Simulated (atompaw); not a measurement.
**Pseudopotential generation for Cl: PAW (atompaw), LDA (PW92), scalar-relativistic.**

* Element: chlorine
* Generator: atompaw 4.2.0.5
* Type: PAW
* Functional: LDA (PW92)
* Relativity: scalar-relativistic
* Frozen core: [Ne]
* Valence charge: 7
* Reference configuration: 3s2 3p3 (charge +2)
* Partial waves: 3s (bound): rc 1.30 bohr; 3s channel at 0.85 Ry: rc 1.30 bohr; 3p (bound): rc 1.30 bohr; 3p channel at 0.05 Ry: rc 1.30 bohr
* Local potential: vpsmatchnc scheme with l = 2 at 0 Ry, radius 0.85 bohr
* Core correction: smooth core density matched at 1.10 bohr
* Augmentation charge: sinc compensation charge, radius 0.95 bohr; PAW radius 1.30 bohr; waves and projectors: custom polynom2 7 10 vanderbiltortho

All-electron outer shells of the reference configuration (LDA (PW92), scalar-relativistic, ld1.x):

```csv
shell,level (eV),outermost node (bohr),outermost maximum (bohr)
3s,-44.87,0.55,1.24
3p,-31.76,0.53,1.34
```

Q: Does the generator finish with these settings?

A: No. atompaw 4.2.0.5 stopped with "atompaw: The overlap operator has at least one negative eigenvalue!": the overlap operator built from these waves and projectors is not positive definite.
